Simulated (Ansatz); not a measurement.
`[SiH3][SiH](Br)Br` and `[SiH3][SiH2]Br` differ in one atom or group.

Ansatz, PBE0-D4/def2-TZVP geometries, multiplicity 1. 

Scalar relativity is left out up to krypton.

| property | `[SiH3][SiH](Br)Br` |
| --- | --- |
| ideal-gas entropy at 298 K and 1 bar (rigid rotor, harmonic PBE0-D4/def2-TZVP) / J/(mol·K) | 379 |
| LUMO energy (ωB97M-V/def2-TZVPP) / eV | 0.91 |
| HOMO energy (PBE0/def2-TZVPP) / eV | -8.05 |
| size of the dipole moment (PBE/def2-TZVPP) / D | 1.35 |
| size of the dipole moment (ωB97M-V/def2-TZVPP) / D | 1.55 |
| HOMO–LUMO gap (PBE0/def2-TZVPP) / eV | 7.11 |

Question: Give the same properties after the change, and the shifts. (An estimate is asked.)

Answer: Ansatz gave: 
| property | `[SiH3][SiH2]Br` | shift |
| --- | --- | --- |
| ideal-gas entropy at 298 K and 1 bar (rigid rotor, harmonic PBE0-D4/def2-TZVP) / J/(mol·K) | 335 | -44 |
| LUMO energy (ωB97M-V/def2-TZVPP) / eV | 1.07 | 0.16 |
| HOMO energy (PBE0/def2-TZVPP) / eV | -8.00 | 0.05 |
| size of the dipole moment (PBE/def2-TZVPP) / D | 1.29 | -0.06 |
| size of the dipole moment (ωB97M-V/def2-TZVPP) / D | 1.46 | -0.09 |
| HOMO–LUMO gap (PBE0/def2-TZVPP) / eV | 7.24 | 0.13 |

With PBE0 the HOMO rises by 0.05 eV and the LUMO rises by 0.17 eV, so the gap widens by about 0.12 eV. PBE moves the HOMO by 0.05 eV and ωB97M-V by 0.04 eV. Dipoles are sizes alone; their direction can turn.

Spin–orbit coupling is left out; it splits and shifts lone-pair levels of the heavy atoms by tenths of an eV.
